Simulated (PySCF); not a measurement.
Computed Raman spectrum (relative Raman activity) of a molecule CH₇FOSi₂. Coordinates come from a r2SCAN-D4/def2-SVP optimisation. One conformer was computed; it need not be the lowest. Level of theory: r2SCAN-D4/def2-SVP (PySCF). Frequencies are harmonic and unscaled.

Lines under 2 % of the strongest are left out, and lines within 2 cm⁻¹ are merged.

ν (cm⁻¹): 433 (w), 487 (vw), 612 (w), 684 (vw), 724 (w), 755 (vw), 779 (w), 832 (vw), 859 (w), 913 (w), 933 (vw), 974 (w), 1054 (vw), 1242 (w), 1451 (w), 2175 (s), 2184 (s), 2216 (vs), 2223 (s), 3019 (s), 3084 (m), 3866 (vs) (against the strongest line: vs over 80 %, s over 45 %, m over 15 %, w over 4 %, vw less)

Which structure fits?
A) O[SiH2][SiH2]CF
B) OC[Si@H](F)[SiH3]
C) C[SiH2]O[SiH2]F
D) CO[SiH2][SiH2]F

A, O[SiH2][SiH2]CF
